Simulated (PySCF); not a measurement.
C4H7N3S.
SMILES: `CSC1=NN=CN1C`

Computed, not measured: TDDFT PBE0/def2-SVPD, vertical, gas phase, core orbitals frozen in the response (PySCF 2.14.0, density-fitted response routines). One conformer (not necessarily the lowest) at the PBE0-D3(BJ)/def2-SVP geometry, without solvent, vibrations or thermal averaging. Torsions of this conformer, `[CH3:1][S:2][c:3]1[n:4][n:5][cH:6][n:7]1[CH3:8]`: C1–S2–C3–N4 -2°.

Broadening: Gaussians 0.3 eV wide at half height, area fixed by f = 4.319×10⁻⁹ ∫ε dν̃. The cross-section is σ = 3.8235×10⁻²¹ ε cm², given in Mb (10⁻¹⁸ cm²). The width is an assumption, not a result. The curve ends short of the highest state used, and states not computed would add to its high-energy end.

λ (nm), σ (Mb) and a bar:
```
    200.8      20.17 ########
    202.4      34.61 #############
    204.0      51.97 ####################
    205.6      67.95 ##########################
    207.2      77.85 ##############################
    208.8      78.79 ##############################
    210.4      71.11 ###########################
    212.0      57.85 ######################
    213.6      42.88 ################
    215.2      29.30 ###########
    216.8      18.65 #######
    218.4      11.15 ####
    220.0       6.30 ##
    221.6       3.37 #
    223.2       1.71 #
    224.8       0.82 
    226.4       0.38 
    228.0       0.17 
    229.6       0.08 
    231.2       0.05 
    232.8       0.04 
    234.4       0.04 
    236.0       0.04 
    237.6       0.03 
    239.2       0.03 
    240.8       0.02 
    242.4       0.02 
    244.0       0.01 
    245.6       0.01 
    247.2       0.00 
    248.9       0.00 
    250.5       0.00 
    252.1       0.00 
    253.7       0.00 
    255.3       0.00 
    256.9       0.00
```

Q: Where are the band maxima, and which computed states make them?

A: 208 nm (5.96 eV), ε about 21000, made up of S3 (46%) and S4 (49%) (ε in L mol⁻¹ cm⁻¹; maxima over ε = 5, shares over 10%). The states used: S1 5.28 eV (f 0.0001); S2 5.80 eV (f 0.025); S3 5.96 eV (f 0.106); S4 5.97 eV (f 0.114); S5 6.46 eV (f 0.0065); S6 6.50 eV (f 0.0050); S7 6.54 eV (f 0.015); S8 6.56 eV (f 0.046); S9 6.69 eV (f 0.0024); S10 6.78 eV (f 0.0010).

Q: On this curve, what absorbance would a 10⁻⁵ mol/L sample give at 222 nm over a 1 cm path?

A: 222 nm is 5.585 eV, where ε is about 750 L mol⁻¹ cm⁻¹, so A = ε c l ≈ 0.0075 (Beer–Lambert, with the gas-phase spectrum and the assumed width).

Q: What would ε be at 5.96 eV, the highest of these maxima, with half the width (0.15 eV)?

A: About 39400 L mol⁻¹ cm⁻¹ against 20800, a factor of about 1.9; a lone state at its own centre would give exactly 2.

Q: Does any computed singlet lie in the visible range?

A: No computed singlet lies in the visible range (380 to 750 nm); the lowest, at 235 nm, stands 2.01 eV above its violet end (3.26 eV).

All these states lie below the vertical ionisation energy of 8.37 eV (ΔSCF).
